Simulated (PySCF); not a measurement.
[NaBr2]-, singlet: structure and spectrum

Method: PBE0 in PySCF with Na def2-TZVPD, Br def2-TZVPD; no relativity; density-fitted integrals.

The structure is a minimum.

```xyz
3
charge -1 multiplicity 1, angstrom
Na    0.0000    0.0000    0.0000
Br    2.6503    0.0000    0.0000
Br   -2.6503    0.0000    0.0000
```

```
Point group                                                                   : D∞h
Bond lengths                                                                  : Na–Br 2.650 Å (×2)
Bond angles                                                                   : Br–Na–Br 180.0°
Entropy at 298.15 K and 1 bar                                                 : 309.9 J/(mol K)
Rotational symmetry number                                                    : 2
Lowest empty level                                                            : 2.61 eV
Rotational constants                                                          : 0.01521 cm⁻¹
Principal quadrupole moments (Buckingham, traceless) about the centre of mass : -51.46, 25.73, 25.73 D Å
Heat capacity Cp at 298.15 K                                                  : 60.7 J/(mol K)
Zero-point energy                                                             : 3.3 kJ/mol
Principal polarisabilities                                                    : 75.6, 75.6, 91.9 bohr³
Highest occupied level                                                        : -3.05 eV
Dipole moment about the centre of mass                                        : 0.00 D
Enthalpy at 298.15 K above 0 K                                                : 15.84 kJ/mol
```

Harmonic modes (masses in u: Na 22.990, Br 78.918):
```json
{"symmetry": "πu", "ω (cm⁻¹)": "69", "IR (km/mol, summed over degenerate members)": "46.3"}
{"symmetry": "σg+", "ω (cm⁻¹)": "112", "IR (km/mol, summed over degenerate members)": "0.0"}
{"symmetry": "σu+", "ω (cm⁻¹)": "294", "IR (km/mol, summed over degenerate members)": "66.8"}
```

In D∞h the vibrations span πu + σg+ + σu+. The σg+ mode carries no infrared intensity, as symmetry demands. With a centre of inversion only u modes can be infrared active and only g modes Raman active.

Charges (e); Mulliken and Löwdin values are unreliable with diffuse functions:
```tsv
atom	Mulliken	Löwdin	polar tensor	Mayer order to Na1
Na1	0.53	-0.01	0.72	–
Br2,3	-0.77	-0.49	-0.86	0.39
```

Mulliken populations on Na1: s 4.24, p 6.13, d 0.10.

Outer orbital energies (eV). occupied: -15.18, -15.15, -3.59, -3.31, -3.08, -3.08, -3.05, -3.05; empty: 2.61, 2.61, 2.62, 2.65.

Counting electrons, sodium keeps none of its valence electrons outside its bonds, so the VSEPR class is AX2 and the expected shape is linear (D∞h), as computed.

Other isomers or separated fragments may lie lower. The lowest empty level of this anion is unbound, so it and the gap depend on the basis.

The final relaxation and frequency run took of the order of 100 core-seconds on a shared host.
